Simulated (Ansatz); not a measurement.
Ideal-gas functions of `O[C](F)(F)[AlH2]` at 400 K and 1 bar, from an Ansatz frequency run at PBE0-D4/def2-TZVP.

Molar mass 96.01 g/mol, point group Cs (symmetry number 1), electronic degeneracy 1, moments of inertia 92.895, 176.101, 179.933 u Å². Harmonic wavenumbers (cm⁻¹, unscaled): 45, 131, 169, 319, 371, 492, 508, 564, 603, 696, 766, 1006, 1034, 1155, 1380, 1952, 1968, 3739.

Use S(trans) = R[1.5 ln M + 2.5 ln T − 1.1517]; rotational temperatures θ = 24.2544 K / I; S(rot) = R[ln(√π/σ · √(T³/θAθBθC)) + 1.5]; for each mode x = 1.438777 ν̃/T, S = R[x/(eˣ − 1) − ln(1 − e⁻ˣ)] and H = RT x/(eˣ − 1); 1 cm⁻¹ = 0.0119627 kJ/mol; R = 8.31446 J/(mol·K).

Question: By hand: the entropy, in J/(mol·K).

Answer: Translation 171.9. Rotation: θ = 0.2611, 0.1377, 0.1348 K, giving 114.1. Vibration, mode by mode: 23.46, 14.65, 12.58, 7.61, 6.51, 4.58, 4.37, 3.73, 3.34, 2.56, 2.10, 1.06, 0.97, 0.68, 0.35, 0.06, 0.06, 0.00, in all 88.7. Electronic 0.0. Sum 374.7 J/(mol·K).

Question: By hand: H − E and G − E in kJ/mol, counted from the electronic energy.

Answer: Zero-point energy ½ × 16898 × 0.0119627 = 101.1; thermal vibration 18.2; translation, rotation and pV give 4 RT = 13.3. H − E = 132.6 kJ/mol, and G − E = 132.6 − 400 × 374.7/1000 = -17.3 kJ/mol.

Vibration gives 24 % of the entropy, 38.1 J/(mol·K) of it from the modes under 150 cm⁻¹: soft modes count most, and the harmonic formula is weakest for them. The sum counts one conformer and one mirror image; others add a mixing term.
